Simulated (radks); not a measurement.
Task: Ionisation of the platinum ion Pt+, [Xe] 4f14 5d9, to [Xe] 4f14 5d8 as the strength of local exchange is varied. Calculated with a radial shooting solver on a logarithmic mesh with Libxc functionals: scalar-relativistic Kohn-Sham, Slater X-alpha exchange (alpha = 2/3 is LDA exchange), no correlation, spin-polarised, spherical densities, point nucleus; open shells are filled with parallel spins first (spin-orbit coupling, left out, can overturn this in heavy ions).

| alpha | E(Pt+) (hartree) | exchange (hartree) | IE (eV) | -e of the level emptied (eV) | <r> of it (bohr) |
|---|---|---|---|---|---|
| 0.605 | -18363.6182 | -303.9441 | 17.397 | 12.104 (5d) | 1.690 |
| 0.667 | -18394.9661 | -335.7066 | 18.277 | 12.896 (5d) | 1.666 |
| 0.809 | -18466.9793 | -408.8817 | 20.401 | 14.826 (5d) | 1.613 |
| 0.882 | -18504.1173 | -446.7320 | 21.551 | 15.882 (5d) | 1.587 |
| 0.975 | -18551.5453 | -495.1800 | 23.074 | 17.289 (5d) | 1.556 |
| 1.026 | -18577.6089 | -521.8566 | 23.936 | 18.090 (5d) | 1.540 |
| x | -18397.4967 | -338.2730 | 18.349 | 12.961 (5d) | 1.664 |

Which alpha was used in the last row?

Result: alpha = 0.672. NIST Atomic Spectra Database: 18.6 +/- 0.12 eV (measured). The Delta-SCF value meets it near alpha = 0.69. Open shells are spherical and high-spin; term and fine-structure splittings are not resolved. Spin-orbit splitting is averaged out at the scalar-relativistic level.
